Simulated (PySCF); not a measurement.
Isomers of C7H12. Level of theory: PySCF, TDDFT B3LYP/def2-SVPD, vertical, gas phase, core orbitals frozen in the response. Geometries: GFN2-xTB; one conformer of each isolated species. Triplets are in the Tamm–Dancoff approximation.

A. `C1[C@H]2C[C@@H](C1)CC2`
B. `C=C/C=C/CCC`
C. `C#C[C@@H](C)C(C)C`
D. `CC(C)(C#CC)C`

Lowest singlet levels (six at most, fewer where fewer were computed) with oscillator strengths:

1. 6.63 eV (f 0.002); 6.78 eV (f 0.006); 6.82 eV (f 0.005); 7.20 eV (f 0.031); 7.27 eV (f 0.023); 7.77 eV (f 0.050); T1 5.54 eV
2. 6.37 eV (f 0.033 summed over 2 states); 6.70 eV (f 0.000); 6.85 eV (f 0.002 summed over 2 states); 7.01 eV (f 0.024 summed over 2 states) [of 8 roots; the last level is left out, as the window may have cut its degenerate partner]; T1 5.61 eV
3. 5.60 eV (f 0.815); 6.20 eV (f 0.005); 6.27 eV (f 0.002); 6.50 eV (f 0.011); 6.71 eV (f 0.003); 6.92 eV (f 0.005); T1 3.23 eV
4. 7.44 eV (f 0.000); 7.87 eV (f 0.003); 8.21 eV (f 0.000); 8.30 eV (f 0.031); 8.33 eV (f 0.000); 8.40 eV (f 0.015); T1 7.31 eV

Task: Match each spectrum to its molecule.

Result: 1 = C, 2 = D, 3 = B, 4 = A.
- A: S1 at 7.44 eV, HOMO→LUMO (99%); Löwdin shares by element: HOMO carbon 49% or more (atoms not listed hold the other 51%); LUMO carbon 29% or more (atoms not listed hold the other 71%); HOMO -7.93 and LUMO 0.41 eV; point group C2v, 3 of its 6 listed states under f = 0.0005.
- B: S1 at 5.60 eV, HOMO→LUMO (96%); Löwdin shares by element: HOMO carbon 82% or more (atoms not listed hold the other 18%); LUMO carbon 78% or more (atoms not listed hold the other 22%); HOMO -6.29 and LUMO -0.84 eV.
- C: S1 at 6.63 eV, HOMO-1→LUMO (38%), HOMO→LUMO+1 (17%), HOMO-1→LUMO+1 (13%); Löwdin shares by element: HOMO (one of a set within 0.03 eV) carbon 85% or more, hydrogen 4% or more; LUMO carbon 28% or more, hydrogen 10% or more (atoms not listed hold the other 61%); HOMO -7.46 and LUMO 0.36 eV.
- D: S1 at 6.37 eV, HOMO-1/HOMO→LUMO (97%); Löwdin shares by element: HOMO (one of a set within 0.03 eV) carbon 86% or more; LUMO carbon 44% or more (atoms not listed hold the other 56%); HOMO -6.91 and LUMO 0.33 eV.

A slash joins orbitals within 0.01 eV of each other, whose weights are summed (≥ marks a lower bound).
